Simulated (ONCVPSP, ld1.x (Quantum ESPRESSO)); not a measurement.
## Potentials for Zn (Z = 30) compared

Generated with ld1.x 7.5 (TM, RRKJ, ultrasoft, PAW), atompaw 4.2 or ONCVPSP 4.0.1. The cutoff is in Ry: for ld1.x and atompaw files where the sum of valence levels is converged to 10 mRy in a Bessel basis, for ONCV files where the hardest occupied wave has 1 mHa per electron of residual kinetic energy. The error is the largest all-electron minus pseudo excitation energy over each file’s own four to seven test configurations (ionisations up to +4, promotions, holes and added fractions of an electron), all of which were solved. The labels leave out finer settings (local radius, basis sizes, second energies), which also bear on the numbers. Spin-polarised tests are not counted. The rows are a selection from randomly drawn settings: files with unsolved tests, undetermined cutoffs or missed reference levels are left out.

A true bound ghost makes a file unfit for plane-wave use even where its test errors are small: the radial tests pick states by their node count and pass the ghost by.

```tsv
potential	cutoff (Ry)	largest error (meV)	bound ghosts
TM, PBEsol, fully relativistic, rc 1.75/2.65/2.65 (spd), local smoothed, core correction no, reference 4s1 4p1	10	+72	d3/2, d5/2
ONCV, PBEsol, scalar-relativistic, rc 1.70/1.60/0.85 (spd), local smoothed, core correction yes, reference 3d10 4s2, qcut 3.1/4.1/21.7, projectors 2/2/2	309	-151	s, p
ONCV, PBE, scalar-relativistic, rc 1.35/0.85/0.95 (spd), local smoothed, core correction no, reference 3s2 3p6 3d10 4s2, qcut 10.4/14.1/16.6, projectors 3/2/2	216	-8.3	none
ONCV, PBE, scalar-relativistic, rc 2.20/1.95/0.95 (spd), local smoothed, core correction no, reference 3d10 4s1, qcut 3.6/4.1/16.1, projectors 2/1/2	210	-49	s, p
```

Task: Fill in the row for Zn: TM, PBEsol, scalar-relativistic, rc 3.08/3.45/3.10 (spd), local p, core correction no, reference 4s2 4p0.

Result: cutoff 6 Ry, largest error +43 meV, bound ghosts: d.

Task: Fill in the row for Zn: ONCV, PBE, scalar-relativistic, rc 0.95/1.05/1.05/0.80 (spdf), local smoothed, core correction yes, reference 3s2 3p6 3d10 4s1, qcut 10.8/13/14/13.7, projectors 2/2/1/2.

Result: cutoff 166 Ry, largest error -14 meV, bound ghosts: none.
